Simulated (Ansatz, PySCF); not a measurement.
System: GeHBr2, charge 0, doublet. GeHBr2 (SMILES [GeH]([Br])[Br], doublet).
B3LYP-D3(BJ)/def2-TZVP minimum from Ansatz (an electronic-structure program):
```xyz
4

Ge     0.0016    -0.9076     0.0643
Br     1.9053     0.4460     0.0255
Br    -1.9076     0.4340    -0.0486
H      0.0298    -1.7547    -1.2486
```
Charge 0, spin multiplicity 2.

Atomisation energy term by term, kcal/mol (programs: Ansatz). Open shells are spin-unrestricted; no spin-orbit coupling. Correlated methods leave the cores frozen (noble-gas shells, and filled d and f shells in the p block). No relativity. CBS(X,Y): correlation extrapolated as X^-3, Hartree-Fock from the larger set. A bracket is a step between two methods taken in the basis named. Where a partner has so few electrons that a lower coupled-cluster level is exact, that level stands in. Spin-orbit terms, left out, reach several kcal/mol for Br and I, and more for heavier atoms.

```json
[
 {"term": "Hartree-Fock", "basis": "cc-pVQZ", "kcal/mol": "145.11"},
 {"term": "CCSD correlation", "basis": "CBS(cc-pVTZ,cc-pVQZ)", "kcal/mol": "58.16"},
 {"term": "(T)", "basis": "CBS(cc-pVTZ,cc-pVQZ)", "kcal/mol": "6.22"},
 {"term": "CCSDT(Q) - CCSD(T)", "basis": "cc-pVDZ", "kcal/mol": "0.56"},
 {"term": "minus zero-point energy", "basis": "harmonic, PySCF's Hessian at B3LYP-D3(BJ)/def2-TZVP", "kcal/mol": "-5.41"},
 {"term": "sum: D0", "basis": "", "kcal/mol": "204.6"}
]
```
